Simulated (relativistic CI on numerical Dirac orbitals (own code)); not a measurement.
**Line list: Electric-dipole lines, Ho³⁹⁺**

Calculated at this level of theory: Dirac-Coulomb-Breit CI, KLI orbitals optimised for each configuration, a model potential for QED, unscaled Slater integrals (own radial code, finite nucleus).

Configurations in the expansion (outside the closed core [Ne]): 3s²3p⁶3d¹⁰, 3s²3p⁶3d⁹4s, 3s²3p⁶3d⁹4p, 3s²3p⁶3d⁹4d, 3s²3p⁵3d¹⁰4s, 3s²3p⁶3d⁹4f, 3s²3p⁵3d¹⁰4p, 3s²3p⁶3d⁸4s², 3s²3p⁵3d¹⁰4d, 3s²3p⁶3d⁸4s4p, 3s3p⁶3d¹⁰4s, 3s²3p⁶3d⁹5s, 3s²3p⁶3d⁸4p², 3s²3p⁶3d⁸4s4d, 3s²3p⁶3d⁹5p, 3s²3p⁵3d¹⁰4f, 3s3p⁶3d¹⁰4p, 3s²3p⁶3d⁹5d, 3s²3p⁶3d⁸4p4d, 3s²3p⁵3d⁹4s², 3s²3p⁶3d⁹5f, 3s²3p⁶3d⁹5g, 3s²3p⁵3d⁹4s4p, 3s3p⁶3d¹⁰4d, 3s²3p⁶3d⁸4d², 3s²3p⁵3d⁹4p², 3s²3p⁵3d⁹4s4d, 3s²3p⁶3d⁹6s, 3s3p⁶3d¹⁰4f, 3s3p⁶3d⁹4s², 3s²3p⁶3d⁹6p, 3s²3p⁵3d¹⁰5s, 3s²3p⁶3d⁹6d, 3s²3p⁵3d⁹4p4d, 3s²3p⁴3d¹⁰4s², 3s²3p⁵3d¹⁰5p. Levels of other configurations are missing.

| λ vac (Å) | Lower | Upper | A (s⁻¹) | E lower (Ry) | E upper (Ry) |
| --- | --- | --- | --- | --- | --- |
| 5.7339 | 3s²3p⁶3d¹⁰ ¹S0 [1] | 3s²3p⁶3d⁹5f ¹P°1 [164] | 9.64e+13 | 0.000 | 158.926 |
| 5.8405 | 3s²3p⁶3d¹⁰ ¹S0 [1] | 3s²3p⁶3d⁹5f ³D°1 [141] | 5.27e+13 | 0.000 | 156.025 |
| 6.7406 | 3s²3p⁶3d¹⁰ ¹S0 [1] | 3s²3p⁵3d¹⁰4d ¹P°1 [74] | 5.60e+13 | 0.000 | 135.191 |
| 7.4730 | 3s²3p⁶3d¹⁰ ¹S0 [1] | 3s²3p⁶3d⁹4f ¹P°1 [59] | 2.47e+14 | 0.000 | 121.942 |
| 7.6983 | 3s²3p⁶3d¹⁰ ¹S0 [1] | 3s²3p⁶3d⁹4f ³D°1 [49] | 4.92e+13 | 0.000 | 118.373 |
| 18.656 | 3s²3p⁶3d⁹4d ³G4 [19] | 3s²3p⁶3d⁹5f ³H°5 [132] | 6.05e+12 | 106.404 | 155.250 |
| 18.957 | 3s²3p⁶3d⁹4d ³G5 [23] | 3s²3p⁶3d⁹5f ³H°6 [134] | 6.50e+12 | 107.269 | 155.338 |
| 18.971 | 3s²3p⁶3d⁹4d ³G4 [32] | 3s²3p⁶3d⁹5f ³H°5 [157] | 6.48e+12 | 110.368 | 158.402 |
| 19.027 | 3s²3p⁶3d⁹4d ³F4 [26] | 3s²3p⁶3d⁹5f ³G°5 [139] | 5.45e+12 | 107.635 | 155.529 |
| 22.517 | 3s²3p⁶3d⁹4f ³H°4 [50] | 3s²3p⁶3d⁹5g ³I5 [166] | 1.21e+13 | 120.097 | 160.567 |
| 22.540 | 3s²3p⁶3d⁹4f ³H°5 [41] | 3s²3p⁶3d⁹5g ¹I6 [143] | 1.21e+13 | 117.121 | 157.550 |
| 22.584 | 3s²3p⁶3d⁹4f ³H°6 [42] | 3s²3p⁶3d⁹5g ³I7 [145] | 1.24e+13 | 117.244 | 157.595 |
| 22.606 | 3s²3p⁶3d⁹4f ³F°3 [43] | 3s²3p⁶3d⁹5g ³G4 [150] | 8.02e+12 | 117.350 | 157.661 |
| 22.616 | 3s²3p⁶3d⁹4f ¹D°2 [44] | 3s²3p⁶3d⁹5g ¹F3 [149] | 9.39e+12 | 117.368 | 157.660 |
| 22.651 | 3s²3p⁶3d⁹4f ³H°5 [54] | 3s²3p⁶3d⁹5g ³I6 [167] | 1.24e+13 | 120.394 | 160.625 |
| 22.654 | 3s²3p⁶3d⁹4f ³G°4 [45] | 3s²3p⁶3d⁹5g ³H5 [148] | 9.39e+12 | 117.432 | 157.658 |
| 22.687 | 3s²3p⁶3d⁹4f ¹F°3 [57] | 3s²3p⁶3d⁹5g ³F4 [172] | 9.34e+12 | 120.602 | 160.769 |
| 22.698 | 3s²3p⁶3d⁹4f ³G°3 [56] | 3s²3p⁶3d⁹5g ³H4 [168] | 9.57e+12 | 120.529 | 160.677 |
| 22.714 | 3s²3p⁶3d⁹4f ³F°4 [46] | 3s²3p⁶3d⁹5g ³G5 [153] | 9.70e+12 | 117.596 | 157.716 |
| 22.755 | 3s²3p⁶3d⁹4f ³G°4 [58] | 3s²3p⁶3d⁹5g ³H5 [171] | 1.14e+13 | 120.676 | 160.724 |
| 22.769 | 3s²3p⁶3d⁹4f ³G°5 [47] | 3s²3p⁶3d⁹5g ³H6 [152] | 1.10e+13 | 117.688 | 157.710 |
| 22.797 | 3s²3p⁶3d⁹4f ¹F°3 [48] | 3s²3p⁶3d⁹5g ¹G4 [151] | 9.71e+12 | 117.736 | 157.710 |
| 32.899 | 3s²3p⁶3d⁹4s ³D3 [2] | 3s²3p⁵3d¹⁰4s ³P°2 [36] | 1.38e+12 | 86.753 | 114.452 |
| 66.479 | 3s²3p⁶3d⁹4p ³F°2 [8] | 3s²3p⁶3d⁹4d ³G3 [29] | 4.37e+11 | 95.659 | 109.366 |
| 66.676 | 3s²3p⁶3d⁹4p ³F°3 [7] | 3s²3p⁶3d⁹4d ³G4 [19] | 4.39e+11 | 92.736 | 106.404 |
| 85.209 | 3s²3p⁶3d⁹4s ³D3 [2] | 3s²3p⁶3d⁹4p ³D°3 [13] | 1.26e+11 | 86.753 | 97.447 |
| 87.764 | 3s²3p⁶3d⁹4s ³D2 [5] | 3s²3p⁶3d⁹4p ³F°3 [16] | 2.02e+11 | 89.827 | 100.210 |
| 87.903 | 3s²3p⁶3d⁹4s ³D3 [2] | 3s²3p⁶3d⁹4p ³F°4 [10] | 2.00e+11 | 86.753 | 97.120 |
| 89.709 | 3s²3p⁶3d⁹4p ³F°3 [16] | 3s²3p⁶3d⁹4d ³G4 [32] | 2.24e+11 | 100.210 | 110.368 |
| 89.789 | 3s²3p⁶3d⁹4p ³F°4 [10] | 3s²3p⁶3d⁹4d ³G5 [23] | 2.22e+11 | 97.120 | 107.269 |

Terms are leading LS components. Brackets give the number of a level in order of energy, since labels repeat. The list gives strong lines, with weight on those to low levels, without lines whose two gauges differ by over a factor of 2.5, among the lowest 400 of 2285 levels, so that lines to higher ones, which can be the strongest, are missing. Levels whose partners in the same complex of configurations lie outside the list can be far off, and so can their lines. Rates are taken at the computed energies, electric ones in the length gauge.

At this charge energies of transitions that change n are usually good to better than 1 %, and those within a shell (Δn = 0) to a few per cent.

LS names give the leading component of a level, which can be under half, so a name can repeat, a term be missing and a line seem to break the LS rules.
